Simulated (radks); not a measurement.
Results of a calculation; reference values are marked as such.
Species: Pt59+. Configuration: [Ar] 3d1.

Level of theory: scalar-relativistic Kohn-Sham, r2SCAN, spin-polarised, spherical densities, finite nucleus; open shells are filled with parallel spins first (spin-orbit coupling, left out, can overturn this in heavy ions); meta-GGA in the generalised Kohn-Sham scheme; Fermi nuclear charge, rms radius 5.427 fm (a radial shooting solver on a logarithmic mesh with Libxc functionals).

Energy parts (eV):
| part | energy |
|---|---|
| total | -402400.21 |
| kinetic | 458521.85 |
| electron-nucleus | -901708.85 |
| Hartree | 46102.22 |
| exchange-correlation | -5315.43 |

Orbitals (lengths in bohr, moments of r in powers of bohr; <r^-3> diverges for s and p1/2; r(90%) holds 90 % of the orbital's charge):
orbital  occ.  eigenvalue (eV)  <r^-3>  r(90%)      <r^2>
1s up       1        -82890.01       -  0.0313  0.0004062
1s down     1        -82889.99       -  0.0313  0.0004062
2s up       1        -18097.40       -   0.111   0.006096
2s down     1        -18088.81       -   0.111   0.006091
2p up       3        -16276.46   24630   0.105   0.005090
2p down     3        -16269.62   24650   0.105   0.005085
3s up       1        -7004.464       -   0.256    0.03533
3s down     1        -6995.223       -   0.256    0.03538
3p up       3        -6464.677    6554   0.258    0.03511
3p down     3        -6455.133    6534   0.259    0.03517
3d up       1        -5980.651   845.8   0.236    0.02763
3d down     0        -5967.962   844.6   0.236    0.02769

The highest occupied level is 3d up at -5980.7 eV. Spin moment in Bohr magnetons: 1. The electron density at the nucleus is 2.111e+06 e/bohr^3 (large components only). The density falls to 0.001 e/bohr^3 at r = 0.56 bohr.
